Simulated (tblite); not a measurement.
Start geometry of `N#CC1=C(F)O[CH][CH+]1` [radical] from a force field or distance geometry (Å):
```
atom  x, y, z in Å
N1     3.1383   -0.5396   -0.3094
C2     1.9961   -0.2816   -0.2190
C3     0.6373   -0.0156   -0.0791
C4     0.0098    1.1688   -0.2425
F5     0.6304    2.3103   -0.5371
O6    -1.3875    1.0810   -0.0368
C7    -1.6548   -0.2361    0.2605
C8    -0.4082   -0.9447    0.2457
H9    -2.6623   -0.5349    0.4571
H10   -0.2903   -2.0029    0.4380
```

Q: What comes out of this run: GFN2-xTB geometry optimisation, gas phase in tblite 0.8.0?

A: 
```
atom  x, y, z in Å
N1     3.1231   -0.5379   -0.3101
C2     2.0048   -0.3235   -0.2024
C3     0.6304   -0.0701   -0.0704
C4    -0.0176    1.1888   -0.2358
F5     0.4808    2.3284   -0.5304
O6    -1.3142    1.0812   -0.0429
C7    -1.5716   -0.2060    0.2473
C8    -0.4076   -0.9609    0.2438
H9    -2.5983   -0.4813    0.4373
H10   -0.3209   -2.0140    0.4411
```

The energy falls by 0.540 eV over 24 L-BFGS steps, the largest force on an atom goes from 4.22 to 0.009 eV/Å, and the atoms move by 0.072 Å rms after alignment. The bond that changes most is C4–O6 (ends: carbon bonded to C, F and O; oxygen bonded to 2 C), which shortens by 0.100 Å. Bonds longer at the end by more than 0.005 Å: 3 of 10; shorter: 7. Among the angles that change most is C3–C4–F5, from 124.2° to 129.6°. Rotational constants go from 3724, 1887, 1253 to 3760, 1932, 1276 MHz. The orientation of the end geometry is arbitrary; only internal coordinates are fixed.

Its GFN2-xTB frequencies are all real (lowest 130 cm⁻¹).

These are computed values.
